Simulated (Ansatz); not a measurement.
The cluster Si2Se2⁺. The state is a doublet with charge 1. Geometry PBE-D4/def2-SVP, basis def2-TZVP, Ansatz.

```xyz
4

Si    0.0178    0.3287    0.4514
Si    1.4905    0.1780   -1.4105
Se   -0.3869   -1.1683   -1.2435
Se   -1.1214    0.6616    2.2026
```

```
run  HOMO (eV)  LUMO (eV)
  A     -11.23     -10.74
  B     -11.82     -10.18
  C     -11.47     -10.44
  D     -11.16     -10.47
  E     -12.20      -9.82
```

HSE06 is defined as in plane-wave codes, on full-range PBE exchange. Another isomer (doublet) lies 0.86 eV lower at PBE0-D4/def2-TZVP; other spin states weren't run for this one.

HOMO and LUMO are taken over both spins.

Task: The runs used HSE06, LDA (SPW92), PBE, PBE0, r2SCAN. Estimate which is which.

Result: A LDA (SPW92) (0 % exact exchange); B HSE06 (range-separated); C r2SCAN (0 % exact exchange); D PBE (0 % exact exchange); E PBE0 (25 % exact exchange). Exact exchange lowers occupied and raises empty levels; among semilocal functionals meta-GGAs tend to open the gap a little, and such runs are hard to tell apart. The gap grows from 0.49 eV (LDA (SPW92)) to 2.38 eV (PBE0).
